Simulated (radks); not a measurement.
A nucleus of charge 33.6 with 33 electrons, 33 electrons, occupied as [Ar] 3d10 4s2 4p3.

Method: Dirac Kohn-Sham, PBE, spin-unpolarised, spherical densities, point nucleus; open shells fill j = l - 1/2 first; computed with a radial shooting solver on a logarithmic mesh with Libxc functionals.

Energy parts (hartree):
total: -2361.39589
kinetic: 2416.70339
electron-nucleus: -5694.25581
Hartree: 1002.20843
exchange-correlation: -86.05191

Orbitals (lengths in bohr, moments of r in powers of bohr; r(max) is where P^2 peaks; r(90%) holds 90 % of the orbital's charge):
orbital,occ.,eigenvalue (hartree),r(90%),<r^4>,r(max),small-component weight
1s1/2,2,-447.9536,0.0798,0.00001853,0.02916,1.48e-02
2s1/2,2,-57.45516,0.307,0.003743,0.1667,2.90e-03
2p1/2,2,-51.48134,0.280,0.002599,0.1314,2.89e-03
2p3/2,4,-50.02538,0.285,0.002794,0.1345,2.83e-03
3s1/2,2,-7.70763,0.871,0.2462,0.5100,6.82e-04
3p1/2,2,-5.67910,0.909,0.2930,0.5028,6.31e-04
3p3/2,4,-5.47624,0.925,0.3143,0.5114,6.14e-04
3d3/2,4,-1.99238,1.08,0.6277,0.4606,4.90e-04
3d5/2,6,-1.96204,1.08,0.6459,0.4634,4.85e-04
4s1/2,2,-0.78941,2.71,23.28,1.542,9.22e-05
4p1/2,2,-0.41020,3.44,60.14,1.815,6.13e-05
4p3/2,1,-0.39664,3.50,64.80,1.848,5.93e-05

The highest occupied level is 4p3/2 at -10.793 eV. Summed over all electrons, <r^2> = 34.31 bohr^2, which gives a Langevin (diamagnetic) susceptibility term of -27.2 x 10^-6 cm^3/mol.
